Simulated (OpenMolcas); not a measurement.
A calculation on Re3+.

```json
{"Program": "OpenMolcas", "Method": "CASSCF", "Basis": "ANO-RCC-VQZP [9s8p6d4f3g2h]", "Scalar Hamiltonian": "DKH2, point nucleus", "Active space": "4 electrons in 5 orbitals (5d)", "State averaging": "2S+1 = 5 even, 5 roots; 2S+1 = 3 even, 45 roots; 2S+1 = 1 even, 50 roots", "Spin-orbit coupling": "RASSI with atomic mean-field integrals over the reference wave functions, term energies averaged over their components"}
```

Problem. Which level of the active space comes out lowest?

Solution. 5d⁴ ⁵D₀, with 78 % of that term; it is also the measured ground level.

Problem. How high does 5d⁴ ⁵D₁ lie?

Solution. 2534 cm⁻¹ above the lowest level; measured 3084 cm⁻¹ above the ground level, so the calculation is off by -18 %.

Problem. How high does 5d⁴ ³P₀(1) [66 %] lie?

Solution. 17838 cm⁻¹ above the lowest level.

Problem. How high does 5d⁴ ³H₅ lie?

Solution. 23307 cm⁻¹ above the lowest level; measured 20930 cm⁻¹ above the ground level, so the calculation is off by +11 %.

Problem. The level at 23304 cm⁻¹ has J = 3. What is it made of, and what is its g factor?

Solution. 61 % 5d⁴ ³G₃, 32 % 5d⁴ ³F(1), 3 % 5d⁴ ⁵D; g = 0.893, against 0.749 from Landé's formula for the pure leading term.

Measured values: the list in Brasseur, Gamrath and Quinet, At. Data Nucl. Data Tables 157, 101636 (2024).

Without dynamic correlation excited terms often stand tens of per cent too high (terms of higher spin than the ground term too low), and those without a measured partner can miss by more than the paired ones. Measured partners are found by configuration, term and J. A level has none where our copy of the source lacks it or the pairing is in doubt (some pairs that miss far off the trend of their configuration count as doubtful), and it then counts in no deviation. Only configurations of the active space appear.

A share in square brackets marks a mixed level and gives the weight of the term that names it. A number in round brackets counts repeated terms of one configuration in the order of the reference energies.
